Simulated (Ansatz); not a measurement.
Computed with Ansatz on PBE0-D4/def2-TZVP structures; ΔE is electronic, products minus reactants. CCSD(T)/CBS adds triple-zeta CCSD(T) − MP2 to the extrapolated MP2 energy (def2 sets, frozen cores). This one scheme is used for every species. DFT in def2-TZVPP. B3LYP here is the variant with VWN-RPA as its local correlation; programs differ in this. One conformer a species, not always the lowest.

`O[SiH2]N[SiH](O)Cl` + `OBF` → `O[SiH2]OBF` + `N[SiH](O)Cl`  (ligand exchange at the Si–N bond)

`O[SiH2]N[SiH](O)Cl`:

Z-matrix (Å, degrees):
```
Si
N 1 1.733
O 1 1.638 2 106.9
H 1 1.482 2 113.1 3 116.3
H 1 1.489 2 108.7 3 -122.6
Si 2 1.705 1 124.2 3 -4.5
H 2 1.010 1 118.8 3 171.7
H 3 0.962 1 117.4 2 -43.3
O 6 1.644 2 111.6 1 49.7
Cl 6 2.056 2 106.6 1 170.2
H 6 1.470 2 114.9 1 -68.9
H 9 0.960 6 117.0 2 73.9
```

`OBF`:

```xyz
5

O    -0.192    0.529    0.832
B     0.165    0.054   -0.374
F    -0.056   -1.222   -0.686
H    -0.600   -0.134    1.399
H     0.682    0.774   -1.171
```

`O[SiH2]OBF`:

```xyz
9

O    -0.568    0.175   -1.727
Si   -0.449    0.995   -0.317
O     0.075    0.055    0.931
B     0.520   -1.194    1.129
F     0.808   -1.569    2.367
H     0.228   -0.031   -2.217
H     0.521    2.110   -0.422
H    -1.813    1.445    0.013
H     0.679   -1.985    0.244
```

`N[SiH](O)Cl`:

```xyz
8

N    -0.601   -0.003    1.046
Si   -0.035   -0.131   -0.552
O     1.069    1.023   -0.879
Cl    0.747   -2.031   -0.669
H    -0.868   -0.823    1.564
H    -1.070    0.826    1.372
H    -1.024    0.010   -1.636
H     1.783    1.130   -0.246
```

(1) Is it downhill or uphill in electronic energy at CCSD(T)/CBS, and by how much? (Estimate.)

(2) What do these levels give: r2SCAN-D4, PBE0-D4, B3LYP-D4, ωB97X-V, PBE, PBE0, B3LYP, SCS-MP2/def2-TZVPP, CCSD(T)/def2-TZVPP, MP2/def2-QZVPP, SCS-MP2/def2-QZVPP, CCSD/CBS(def2)? (Estimate.)

Largest T1 diagnostic among the species: 0.013.

## Answers

(1) Ansatz gave: Downhill: ΔE = -0.36 eV.

(2) Ansatz gave: r2SCAN-D4 -0.35, PBE0-D4 -0.31, B3LYP-D4 -0.36, ωB97X-V -0.36, PBE -0.34, PBE0 -0.36, B3LYP -0.45, SCS-MP2/def2-TZVPP -0.38, CCSD(T)/def2-TZVPP -0.35, MP2/def2-QZVPP -0.36, SCS-MP2/def2-QZVPP -0.39, CCSD/CBS(def2) -0.39 eV.

The D4 term adds +0.09 eV with B3LYP and +0.05 eV with PBE0; it sums over pairs of atoms, weighted by their polarisabilities, and B3LYP, whose exchange is more repulsive, gets the larger term. In def2-TZVPP, CCSD(T) changes the Hartree–Fock value by +0.19 eV (the triples alone add +0.03 eV) and MP2 by +0.19 eV.
